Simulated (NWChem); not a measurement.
Molecule: BAsH$_{4}$O; SMILES B([AsH2])O

```xyz
7

B     -0.5749     1.2087     0.0043
As     0.0496    -0.7591    -0.0365
H     -0.6754    -1.1128     1.2639
H      1.3909    -0.5171     0.6735
H     -1.7459     1.4507     0.0049
O      0.2539     2.2751    -0.0647
H      1.1947     2.0420    -0.0443
```
Atoms are numbered in this order, from 1.

Results from NWChem. Pople sets run with spherical d functions. The geometry was optimised at B3LYP/6-31G* (spherical d). Vzz is the largest principal value of the second derivative of the potential at the nucleus (NWChem prints the opposite sign); η is the asymmetry. Non-relativistic.

For level PBE/def2-SVP:

```yaml
Vzz B1 (a.u.): 0.354
Vzz As2 (a.u.): -2.042
```

Task: How do the values read with level B3LYP/6-31G* instead?

Result: Vzz B1 (a.u.): 0.379
Vzz As2 (a.u.): -1.994
